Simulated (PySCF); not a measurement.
# How methods differ on the interval between two levels of Cl(2+)

Cl(2+) [Ne] 3s2 3p3 [4S3/2, M_J = 3/2] → Cl(2+) [Ne] 3s1 3p3 4s1 [6S5/2, M_J = 5/2], as a difference of total energies. All numbers are calculated (PySCF 2.14, the two-component X2C-1e Hamiltonian, in x2c-SVPall-2c with one added diffuse shell each of s, p type (5s5p1d, 25 functions)). Correlated levels: [Ne] frozen. "Screened" scales the spin-orbit matrix elements by Boettger's factors to mimic the two-electron term; Breit and QED terms are absent.

```tsv
method	interval between two levels (cm⁻¹)
GHF (screened spin-orbit)	226580
GMP2 (screened spin-orbit)	236640
```

The labels give the starting determinants; with spin-orbit coupling the two ends relaxed to ⟨J²⟩ = 3.75, ⟨L²⟩ = 0.00, ⟨S²⟩ = 3.75 and ⟨J²⟩ = 8.75, ⟨L²⟩ = 0.00, ⟨S²⟩ = 8.75.

The promoted electron is Rydberg-like, and one or two diffuse shells describe it only roughly, which tends to raise the upper state.
